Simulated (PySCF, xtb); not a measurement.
Sb2, SMILES [Sb]#[Sb] (connectivity only; charge and spin as stated), charge -1, multiplicity 2.

Harmonic wavenumbers (cm⁻¹) from GFN2-xTB (xtb) at its own minimum, in rising order: 278.

What does PBE-D3(BJ)/def2-TZVPD run with PySCF 2.14.0 give at its own minimum? (Estimate from the structure and the level; the computed values follow.)

236. Paired by order, the mean absolute difference is 42 cm⁻¹ and the zero-point energies are 0.4 and 0.3 kcal/mol.
